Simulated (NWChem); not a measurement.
Species: C$_{2}$H$_{2}$F, doublet; SMILES C=[C]F

Program: NWChem. Pople sets run with spherical d functions. Spin-unrestricted. In the optimisation the excess spin sits in a' (Cs, its own frame). All runs use the structure optimised with PBE0/def2-SVP, spin-unrestricted. No stability test was run on the SCF state. Level: PBE0/6-31G* with COSMO at NWChem's default radii, gas-phase geometry; rows give the dielectric constant. Reactions with the solvent are ignored.

```json
[
 {"dielectric constant": "2.0", "electrostatic solvation energy (kcal/mol)": "-0.6", "dipole in solution (D)": "0.89"},
 {"dielectric constant": "3.9", "electrostatic solvation energy (kcal/mol)": "-0.9", "dipole in solution (D)": "0.95"},
 {"dielectric constant": "4.8", "electrostatic solvation energy (kcal/mol)": "-1.0", "dipole in solution (D)": "0.97"},
 {"dielectric constant": "7.6", "electrostatic solvation energy (kcal/mol)": "-1.1", "dipole in solution (D)": "0.99"},
 {"dielectric constant": "78.4", "electrostatic solvation energy (kcal/mol)": "-1.2", "dipole in solution (D)": "1.02"}
]
```
